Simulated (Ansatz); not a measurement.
Geometry optimisation, RKS PBE0-D4/def2-SVP in Ansatz 0.2.0.

Input file:

```yaml
crystal:
  periodic: [false, false, false]
  atoms:
    - { symbol: Zn, position_ang: [0.0, 0.0, 0.0] }
    - { symbol: Cl, position_ang: [0.0, 0.0, 2.59] }
    - { symbol: Cl, position_ang: [0.0, 0.0, -2.24] }
    - { symbol: F, position_ang: [-1.898, 0.0, 0.6306] }
    - { symbol: H, position_ang: [-1.4168, 0.0, 1.7691] }
basis:
  gaussian: { orbitals: def2-SVP }
hamiltonian:
  xc: pbe0
  dispersion: d4
relax:
  f_tol: 0.15
  max_steps: 25
  restrain:
    - { distance: [0, 3], at: 2.9, k: 30.0 }
    - { distance: [4, 1], at: 2.57, k: 30.0 }
    - { distance: [0, 1], at: 2.24, k: 30.0 }
    - { distance: [4, 3], at: 0.92, k: 30.0 }
output:
  orbitals: {}
```

Launched with:

```bash
$ ansatz run input.yaml --threads 2 --pin off --max-ram 3072MiB --backend cpu --events-out ev --progress --plain --runs-dir out
```

Problem. Where does it end, and by what steps?

Solution. It converged. The restraints hold the end off the free minimum. After 5 steps the energy has fallen by 0.830 eV (the restraints' own energy left out); Cl2 moved furthest, 0.64 Å. Parted: Zn1–F4 (2.00 → 2.89 Å). Joined: F4–H5 (1.24 → 0.93 Å).

| step | energy less start (eV) | largest force component (eV/Å) | accepted |
| --- | --- | --- | --- |
| 0 | 0.0000 | 1.949 | yes |
| 1 | -0.1879 | 2.533 | yes |
| 2 | -0.3226 | 2.269 | yes |
| 3 | -0.5356 | 1.835 | yes |
| 4 | -0.7718 | 1.472 | yes |
| 5 | -0.8297 | 1.158 | yes |

```xyz
5
Properties=species:S:1:pos:R:3
Zn 0.314 0.000 0.001
Cl 0.500 0.000 2.197
Cl 0.328 0.000 -2.090
F -2.428 0.000 0.904
H -2.028 0.000 1.739
```

The run took 14 s on 2 threads of Arm Neoverse V2, on a shared host, peak memory 0.19 GiB.
